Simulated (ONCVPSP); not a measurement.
## Transferability test, ONCV potential for beryllium (Be)

```
Element                 : Be (Z = 4)
Generator               : ONCVPSP 4.0.1
Type                    : optimised norm-conserving Vanderbilt (ONCV)
Functional              : PBE
Relativity              : scalar-relativistic
Frozen core             : none
Valence charge          : 4
Reference configuration : 1s2 (charge +2)
Partial waves           : 1s: rc 0.40 bohr, ncon 3, nbas 6, qcut 28.2 1/bohr, 2 projectors, debl 2.9 Ha; p scattering state at 0.14 Ha: rc 0.40 bohr, ncon 4, nbas 8, qcut 22.6 1/bohr, local; d scattering state at 0.34 Ha: rc 0.40 bohr, ncon 3, nbas 7, qcut 25.7 1/bohr, 1 projector
Local potential         : the p channel
Core correction         : none
```

In the s channel the program set the typed energies aside and used -4.861, 0.250 Ha.

Energies are relative to the spin-unpolarised reference configuration 1s2; without spin polarisation the order of configurations can differ from experiment.

(1) Give the all-electron excitation energy and the error of the potential for: 1s2 2s2; 1s2 2s1; 1s2 2s1.5; 1s1 2s2.

Levels in the configuration 1s2 2s1:

| level | all-electron (eV) | pseudo (eV) |
| --- | --- | --- |
| 1s | -117.788 | -117.803 |
| 2s | -13.700 | -13.701 |

Note: ghosts flagged at negative energy: s at -128.3 eV; no localised positive-energy state flagged. A true bound ghost makes a file unfit for plane-wave use.

Results:

(1)

```csv
valence configuration,charge,ΔE all-electron (eV),error AE − PS (meV)
1s2 2s2,0,-27.498,+1.1
1s2 2s1,+1,-17.948,+0.6
1s2 2s1.5,+0.5,-23.738,+0.9
1s1 2s2,+1,100.783,+56
```
